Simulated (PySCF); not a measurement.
Sn(SH)4 (H4S4Sn), SMILES [SH][Sn]([SH])([SH])[SH]. Atoms are numbered in the order given.

```xyz
9

S     -0.7516     1.9673    -1.2023
Sn    -0.0068    -0.0119     0.0181
S     -1.1003    -0.2241     2.1769
S     -0.5112    -1.8958    -1.4420
S      2.3675     0.1079     0.5419
H      0.2477     2.7195    -0.6829
H     -2.2566     0.2982     1.7024
H     -0.4148    -1.1160    -2.5458
H      2.6941    -0.5924    -0.5703
```

Geometry optimised at B3LYP-D3(BJ)/def2-SVP. The structure was generated by enumeration; whether it is a known compound was not checked. The def2 effective core potentials stand for the cores of Sn; spin–orbit coupling is left out. One conformer was computed; it need not be the lowest.

Vertical ionisation energy (IE) and electron affinity (EA) in eV. Rows of orbital energies are one-electron estimates. Where ΔSCF, EOM or ADC give a negative EA the extra electron is unbound and the value depends on the basis.

```csv
level,IE,EA
"−ε(HOMO), −ε(LUMO), r2SCAN/def2-TZVP (PySCF)",___,___
"−ε(HOMO), −ε(LUMO), PBE/def2-TZVP (PySCF)",6.43,3.21
```

Question: Complete the blanks. (An estimate is asked for; the answer gives what the named calculation found.)

Answer: 
- −ε(HOMO), −ε(LUMO), r2SCAN/def2-TZVP (PySCF), IE: 6.74
- −ε(HOMO), −ε(LUMO), r2SCAN/def2-TZVP (PySCF), EA: 3.08
